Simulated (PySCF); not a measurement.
H3Al, charge -1, doublet, at a GFN2-xTB geometry (such geometries of metal compounds can be far from the true shape) (a state made from the parent by changing its charge; the spin is typed, not shown lowest). Base run: CCSD(T)/3-21G (PySCF).

Here is a job for PySCF.
```python
from pyscf import gto, scf, cc

mol = gto.Mole()
mol.atom = '''
    Al   -0.129721   -0.014469    0.058364
    H     1.191334   -0.376228    1.036755
    H     0.289656    1.517910   -0.497727
    H     0.205379   -0.953579   -1.297764
'''
mol.basis = '3-21g'
mol.charge = -1
mol.spin = 1
mol.verbose = 4
mol.build()

mf = scf.UHF(mol)
mf.kernel()

mycc = cc.CCSD(mf)
mycc.kernel()
et = mycc.ccsd_t()
print('E(CCSD(T)) = %.10f' % (mycc.e_tot + et))
mf.analyze()
```

Variants of this job, named by their change:

```json
[
 {"change": "base", "ΔE vs base (kcal/mol)": "0.000", "MP2 correlation (Eh)": "-0.04817", "CC correlation without the perturbative part (Eh)": "-0.06706", "basis functions": "19"},
 {"change": "cc.direct = True", "ΔE vs base (kcal/mol)": "0.000", "MP2 correlation (Eh)": "-0.04817", "CC correlation without the perturbative part (Eh)": "-0.06706", "basis functions": "19"},
 {"change": "cc.conv_tol = 1e-9", "ΔE vs base (kcal/mol)": "0.000", "MP2 correlation (Eh)": "-0.04817", "CC correlation without the perturbative part (Eh)": "-0.06706", "basis functions": "19"},
 {"change": "method = ccsd", "ΔE vs base (kcal/mol)": "0.601", "MP2 correlation (Eh)": "-0.04817", "CC correlation without the perturbative part (Eh)": "-0.06706", "basis functions": "19"},
 {"change": "method = mp2", "ΔE vs base (kcal/mol)": "12.45", "MP2 correlation (Eh)": "-0.04817", "CC correlation without the perturbative part (Eh)": "-", "basis functions": "19"},
 {"change": "method = cisd", "ΔE vs base (kcal/mol)": "1.97", "MP2 correlation (Eh)": "-", "CC correlation without the perturbative part (Eh)": "-", "basis functions": "19"},
 {"change": "cart = on", "ΔE vs base (kcal/mol)": "0.000", "MP2 correlation (Eh)": "-0.04817", "CC correlation without the perturbative part (Eh)": "-0.06706", "basis functions": "19"},
 {"change": "cc.level_shift = 0.2", "ΔE vs base (kcal/mol)": "0.000", "MP2 correlation (Eh)": "-0.04817", "CC correlation without the perturbative part (Eh)": "-0.06706", "basis functions": "19"},
 {"change": "cc.diis_space = 3", "ΔE vs base (kcal/mol)": "0.000", "MP2 correlation (Eh)": "-0.04817", "CC correlation without the perturbative part (Eh)": "-0.06706", "basis functions": "19"},
 {"change": "cc.diis_space = 10", "ΔE vs base (kcal/mol)": "0.000", "MP2 correlation (Eh)": "-0.04817", "CC correlation without the perturbative part (Eh)": "-0.06706", "basis functions": "19"}
]
```

Open shells are given as the SCF converged; they aren't shown to be the lowest states, and a large step between rows can be another state.
